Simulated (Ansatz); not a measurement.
Reaction (ligand exchange at the Si–N bond): `N[SiH2]N[SiH](N)Cl` + `OBF` → `N[SiH2]OBF` + `N[SiH](N)Cl`

Computed with Ansatz on PBE0-D4/def2-TZVP structures; ΔE is electronic, products minus reactants. CBS: MP2 limit from def2 TZ/QZ plus the TZ coupled-cluster correction, frozen cores. This one scheme is used for every species. Functionals use def2-TZVPP. One conformer a species, not always the lowest.

`N[SiH2]N[SiH](N)Cl`:

Z-matrix (Å, degrees):
```
Si
N 1 1.724
N 1 1.727 2 110.2
H 1 1.490 2 104.4 3 123.8
H 1 1.484 2 113.8 3 -116.8
Si 2 1.712 1 127.8 3 55.4
H 2 1.009 1 115.5 3 -118.3
H 3 1.009 1 117.8 2 -154.2
H 3 1.009 1 119.3 2 67.3
N 6 1.691 2 106.4 1 -9.8
Cl 6 2.080 2 106.6 1 -134.5
H 6 1.478 2 115.9 1 111.4
H 10 1.005 6 122.3 2 165.1
H 10 1.010 6 119.7 2 -39.0
```

`OBF`:

Cartesian coordinates in Å:
```
O 0.966 0.062 0.267
B -0.328 -0.242 0.065
F -1.084 0.525 -0.719
H 1.251 0.855 -0.201
H -0.805 -1.201 0.588
```

`N[SiH2]OBF`:

```xyz
10

N    -1.646   -1.232    0.047
Si   -0.500   -0.128   -0.544
O     0.674    0.244    0.582
B     1.756    1.031    0.594
F     2.084    1.738   -0.488
H    -1.434   -2.212    0.138
H    -2.366   -0.948    0.691
H    -1.203    1.131   -0.878
H     0.182   -0.747   -1.702
H     2.453    1.122    1.560
```

`N[SiH](N)Cl`:

Z-matrix (Å, degrees):
```
Si
N 1 1.697
Cl 1 2.073 2 116.7
N 1 1.699 2 107.9 3 116.3
H 1 1.482 2 105.8 3 -115.6
H 2 1.007 1 120.2 3 82.6
H 2 1.008 1 120.5 3 -65.1
H 4 1.005 1 121.2 2 -154.5
H 4 1.006 1 120.9 2 52.5
```

Problem. Is it downhill or uphill in electronic energy at CCSD(T)/CBS, and by how much? (Best estimate.)

Solution. The calculation gave: Downhill: ΔE = -31.7 kJ/mol.

Problem. What do these levels give: PBE-D4, r2SCAN-D4, PBE0-D4, PBE0, SCS-MP2/def2-TZVPP, CCSD(T)/def2-TZVPP? (Estimate.)

Solution. Computed: PBE-D4 -23.3, r2SCAN-D4 -31.3, PBE0-D4 -25.5, PBE0 -32.0, SCS-MP2/def2-TZVPP -33.3, CCSD(T)/def2-TZVPP -29.8 kJ/mol.

Largest T1 diagnostic among the species: 0.013.

In def2-TZVPP, CCSD(T) changes the Hartree–Fock value by +20.7 kJ/mol (the triples alone add +3.4 kJ/mol) and MP2 by +21.5 kJ/mol. The D4 term adds +11.1 kJ/mol with B3LYP and +6.5 kJ/mol with PBE0; it sums over pairs of atoms, weighted by their polarisabilities, and B3LYP, whose exchange is more repulsive, gets the larger term.

B3LYP here is the variant with VWN-RPA as its local correlation; programs differ in this.
